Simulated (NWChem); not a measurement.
System: HfH2F2; SMILES [F][HfH2][F]

Parts of the log:

```
             Northwest Computational Chemistry Package (NWChem) 7.3.0
             --------------------------------------------------------

 C2V symmetry detected

                             Geometry "geometry" -> ""
                             -------------------------

 Output coordinates in angstroms (scale by  1.889725989 to convert to a.u.)

  No.       Tag          Charge          X              Y              Z
 ---- ---------------- ---------- -------------- -------------- --------------
    1 Hf                  72.0000     0.00000000     0.00000000    -0.17507387
    2 F                    9.0000     1.60169200     0.00000000     0.84005013
    3 F                    9.0000    -1.60169200     0.00000000     0.84005013
    4 H                    1.0000     0.00000000    -1.49149700    -1.25779187
    5 H                    1.0000     0.00000000     1.49149700    -1.25779187

 Effective nuclear repulsion energy (a.u.)     422.8490313226

      Symmetry information
      --------------------

 Group name             C2v
 Group number             16
 Group order               4
 No. of unique centers     3

                                 NWChem DFT Module
                                 -----------------

 Summary of "ao basis" -> "ao basis" (spherical)
 ------------------------------------------------------------------------------
       Tag                 Description            Shells   Functions and Types
 ---------------- ------------------------------  ------  ---------------------
 Hf                         def2-svp                12       32   6s3p2d1f
 F                          def2-svp                 6       14   3s2p1d
 H                          def2-svp                 3        5   2s1p

      Symmetry analysis of basis
      --------------------------

        a1         29
        a2          8
        b1         18
        b2         15

            General Information
            -------------------
          SCF calculation type: DFT
          Wavefunction type:  closed shell.
          No. of atoms     :     5
          No. of electrons :    32
           Alpha electrons :    16
            Beta electrons :    16
          Charge           :     0
          Spin multiplicity:     1
          Use of symmetry is: off; symmetry adaption is: on
          Maximum number of iterations: 150
          AO basis - number of functions:    70
                     number of shells:    30
          Convergence on energy requested:  1.00D-06
          Convergence on density requested:  1.00D-05
          Convergence on gradient requested:  5.00D-04

[...]

                                NWChem TDDFT Module
                                -------------------

            General Information
            -------------------
           No. of orbitals :     140
            Alpha orbitals :      70
             Beta orbitals :      70
        Alpha frozen cores :       0
         Beta frozen cores :       0
     Alpha frozen virtuals :       0
      Beta frozen virtuals :       0
         Spin multiplicity :       1
    Number of AO functions :      70
        Use of symmetry is : off
      Symmetry adaption is : on
         Schwarz screening :  0.10D-07

              XC Information
              --------------
              Hartree-Fock (Exact) Exchange   1.00
            CAM-Becke88 Exchange Functional   1.00
               VWN V Correlation Functional   0.19 local
       Lee-Yang-Parr Correlation Functional   0.81
           Alpha           :  0.19
           Beta            :  0.46
           Gamma           :  0.33

             TDDFT Information
             -----------------
          Calculation type : Tamm-Dancoff TDDFT
         Wavefunction type : Restricted singlets
          No. of electrons :      32
           Alpha electrons :      16
            Beta electrons :      16
              No. of roots :       8
          Max subspacesize :    5600
            Max iterations :     100
               Target root :       1
           Target symmetry : none
      Symmetry restriction : off
                 Algorithm : Optimal
        Davidson threshold :  0.10D-03

    8 smallest eigenvalue differences (eV)
--------------------------------------------------------
  No. Spin  Occ  Vir  Irrep   E(Occ)    E(Vir)   E(Diff)
--------------------------------------------------------
    1    1   16   17 b2       -0.370    -0.035     9.110
    2    1   15   17 a1       -0.399    -0.035     9.901
    3    1   16   18 b1       -0.370    -0.002    10.019
    4    1   16   19 a1       -0.370     0.005    10.205
    5    1   16   20 a2       -0.370     0.007    10.266
    6    1   16   21 b2       -0.370     0.025    10.736
    7    1   15   18 a2       -0.399    -0.002    10.810
    8    1   15   19 b2       -0.399     0.005    10.996
--------------------------------------------------------

  Entering Davidson iterations
  Restricted singlet excited states

  Iter   NTrls   NConv    DeltaV     DeltaE      Time
  ----  ------  ------  ---------  ---------  ---------
    1      8       0     0.91E-01   0.10+100        4.7
    2     16       0     0.51E-01   0.16E-01        5.1
    3     24       0     0.27E-01   0.14E-01        4.7
    4     32       0     0.10E-01   0.87E-03        4.7
    5     40       1     0.46E-02   0.19E-03        6.9
    6     47       4     0.13E-02   0.45E-04        4.6
    7     51       7     0.35E-03   0.21E-05        6.6
    8     52       7     0.10E-03   0.12E-06        6.0
    9     53       8     0.91E-04   0.75E-08        5.3
  ----  ------  ------  ---------  ---------  ---------
  Convergence criterion met

  Ground state a1       -248.787679352343 a.u.

[...]
```

Level: CAM-B3LYP/def2-SVP with def2 effective core potentials on Hf, TDA. Coordinates come from a PBE0/def2-SVP optimisation. def2 effective core potentials on Hf; no spin-orbit coupling.

Question: Reconstruct the input file.

Answer: Several could match; the one computed here: the input that was run:
```
start job
memory heap 200 mb stack 900 mb global 1100 mb
geometry units angstroms noautoz
  Hf     0.000000     0.000000    -0.033797
  F      1.601692     0.000000     0.981327
  F     -1.601692     0.000000     0.981327
  H      0.000000    -1.491497    -1.116515
  H      0.000000     1.491497    -1.116515
end
basis spherical
  * library def2-svp
end
ecp
  Hf library def2-ecp
end
dft
  xc xcamb88 1.00 lyp 0.81 vwn_5 0.19 hfexch 1.00
  cam 0.33 cam_alpha 0.19 cam_beta 0.46
  iterations 150
end
tddft
  cis
  nroots 8
  notriplet
end
task tddft energy
```
